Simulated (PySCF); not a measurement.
Gas-phase reaction: 2 GaHCl2 = GaH2Cl + Cl2 + GaCl

Energies from PySCF, thermal terms from the rigid-rotor harmonic-oscillator model, ideal gas at 1 bar. † marks an energy on the PBE0/def2-TZVP geometry and frequencies; other levels use their own. MP2 freezes the core. 6-31G* has spherical d functions here. All species are closed-shell singlets. B3LYP is the form with VWN-RPA correlation. Ga: all electrons, no relativistic terms. GaHCl2, GaH2Cl: computed as isolated molecules; such fragments, hydroxides, amides, oligomers or adducts are transient or little studied in the gas. MP2 isn't extrapolated to the basis-set limit; its ΔH°(298 K) is 466.3 kJ in def2-SVP and 438.3 kJ in def2-TZVPP. The harmonic model lacks anharmonicity and excited electronic states, which grow with temperature; levels with a mode under 35 cm⁻¹ are left out.

```csv
level,"ΔE electronic, kJ","ΔH°(298 K), kJ","ΔS°(298 K), J/K","ΔG°(1000 K), kJ"
B3LYP/6-31G*,364,361,127,237
MP2/def2-SVP†,470,466,127,343
MP2/def2-TZVPP†,442,438,127,315
PBE/def2-TZVP†,366,362,127,239
PBE0/def2-QZVP†,392,389,127,265
PBE0/def2-TZVP,396,392,127,269
ωB97M-V/def2-TZVP†,393,389,127,266
ωB97X-V/def2-TZVP†,412,408,127,284
```
ΔH° is lowest at B3LYP/6-31G* and highest at MP2/def2-SVP†. No reference value is set beside these.
